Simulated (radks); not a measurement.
Question: All-electron atom: neutral calcium in [Ar] 4s2. Method: scalar-relativistic Kohn-Sham, PW91, spin-polarised, spherical densities, point nucleus; computed with a radial shooting solver on a logarithmic mesh with Libxc functionals. Some entries of the table are withheld. Estimate them.

orbital,occ.,eigenvalue (hartree),<r> (bohr)
1s,2,-145.1840,0.07685
2s,2,-15.23296,0.3644
2p,6,-12.31169,(1)
3s,2,-1.73174,1.156
3p,6,-1.03134,1.271
4s,2,-0.13954,4.015
3d,0,-0.07354,2.363
4p,0,(2),5.444

Answer: 
(1) 2p <r> (bohr): 0.3278
(2) 4p eigenvalue (hartree): -0.05264
